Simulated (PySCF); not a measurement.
An unknown gives this computed stick spectrum. Method used: TDDFT PBE0/def2-SVPD, vertical, gas phase, core orbitals frozen in the response (PySCF). Geometries: GFN2-xTB, one conformer each.

```
state  ν̃ (cm⁻¹)       f  main configurations (H = HOMO, L = LUMO)
   S1      40800  0.0025                                 H→L (98%)
   S2      47730  0.0068                               H-1→L (90%)
   S3      48110  0.0007                               H→L+1 (93%)
   S4      50420   0.025                               H→L+2 (95%)
   S5      53110   0.118                 H-2→L (74%), H-2→L+1 (9%)
   S6      53750  0.0022                             H-1→L+2 (94%)
```

Triplets computed (Tamm–Dancoff): 4.27, 4.28 eV.

Question: Which structure fits?
A. `Sc1ccccc1S`
B. `C=C(C)P1CC=CC1`
C. `c1(C)c(ccpc1)C=O`
D. `CC1=C(C)C=PC=C1`

Answer: B. Its S1, at 5.06 eV, is the highest among the candidates; the nearest of the others has S1 at 4.79 eV. S1 is HOMO→LUMO (98%). Löwdin shares by element: HOMO phosphorus 60%, carbon 24% or more (atoms not listed hold the other 15%); LUMO carbon 65% or more (atoms not listed hold the other 35%). At the same level the other candidates give, for their lowest levels:
- `Cc1cpccc1C=O`: 3.37 eV (f 0.000); 4.29 eV (f 0.011); 4.32 eV (f 0.049); 4.50 eV (f 0.270); 5.49 eV (f 0.000); T1 2.75 eV; HOMO -7.48, LUMO -2.64 eV
- `Sc1ccccc1S`: 4.65 eV (f 0.023); 4.66 eV (f 0.007); 5.17 eV (f 0.108); 5.26 eV (f 0.002); 5.55 eV (f 0.020); T1 3.72 eV; HOMO -6.36, LUMO -0.65 eV
- `Cc1ccpcc1C`: 4.79 eV (f 0.006); 5.04 eV (f 0.017); 5.09 eV (f 0.165); 5.48 eV (f 0.000); 5.98 eV (f 0.278); T1 3.17 eV; HOMO -6.74, LUMO -1.23 eV
